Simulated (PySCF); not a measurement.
A side-by-side comparison of computed properties.

First species: C7H3FO2.
InChI=1S/C7H3FO2/c1-2-5-3-10-4-6(8)7(5)9/h1,3-4H

Second species: C2H11NO2Si3.
SMILES: `O([SiH3])[Si@H](OC)[SiH2]N=C`

Levels: PBE0/pcSseg-1 for dipole moment, HOMO energy, LUMO energy and HOMO–LUMO gap; GFN2-xTB for rotational constant A and rotational constant C. Geometries: GFN2-xTB. Each structure is a single optimised conformer of the isolated species, non-relativistic unless stated; the electronic structure was computed with PySCF and density fitting.

Dipoles, sizes and rotational constants follow the conformer. The torsions of the flexible species, by atom-mapped SMILES:
- `[CH2:1]=[N:2][SiH2:3][Si@@H:4]([O:5][CH3:6])[O:7][SiH3:8]`: C1–N2–Si3–Si4 109°, N2–Si3–Si4–O5 -176°, Si3–Si4–O5–C6 171°, Si3–Si4–O7–Si8 -8°

Values for the first species:

```
Dipole moment         : 4.45 D
HOMO energy           : -7.39 eV
LUMO energy           : -1.72 eV
HOMO–LUMO gap         : 5.67 eV
Rotational constant A : 2.352 GHz
Rotational constant C : 0.782 GHz
```

(1) Estimate the same properties for the second species, and the change in each.

Answers

(1) 
| property | first | second | second less first |
| --- | --- | --- | --- |
| dipole moment | 4.45 D | 1.75 D | -2.70 D |
| HOMO energy | -7.39 eV | -6.87 eV | +0.52 eV |
| LUMO energy | -1.72 eV | -0.80 eV | +0.92 eV |
| HOMO–LUMO gap | 5.67 eV | 6.07 eV | +0.40 eV |
| rotational constant A | 2.352 GHz | 1.310 GHz | -1.042 GHz |
| rotational constant C | 0.782 GHz | 0.575 GHz | -0.207 GHz |

On the first: A dipole of 4.45 D is allowed in Cs, and pure rotational transitions are dipole-allowed. In atomic units the dipole is 1.75 e·bohr (1 au = 2.5417 D).

On the second: A dipole of 1.75 D is allowed in C1, and pure rotational transitions are dipole-allowed. The dipole matches unit charges of opposite sign 0.37 Å apart (1 e·Å = 4.8032 D). GFN2-xTB frequencies show an imaginary mode (34i cm⁻¹), so this geometry is no minimum at that level.
